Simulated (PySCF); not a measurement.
# How methods differ on the excitation energy of P+

P+ [Ne] 3s2 3p2 (3P) → P+ [Ne] 3s1 3p3, s spin flipped, as a difference of total energies. Calculation: PySCF 2.14, in aug-cc-pwCVTZ (8s7p5d3f, 75 functions); the non-relativistic Hamiltonian (point nucleus). Correlated levels: valence and next inner shell: 1s2 frozen. The calculations carry no spin-orbit coupling.

```
                                method  excitation energy (eV)
                                   UHF                  12.170
    MP2 (valence and next inner shell)                  10.332
SCS-MP2 (valence and next inner shell)                  10.244
```

Q: How much does correlation contribute at MP2 (valence and next inner shell)?

A: 10.332 − (12.170) = -1.838 eV, measured against UHF.

The upper determinant mixes two multiplicities, so it lies between the two terms.

The coupled-cluster amplitudes are large for the upper state (T1 above 0.03 or a double amplitude above 0.15), so a single reference is strained.
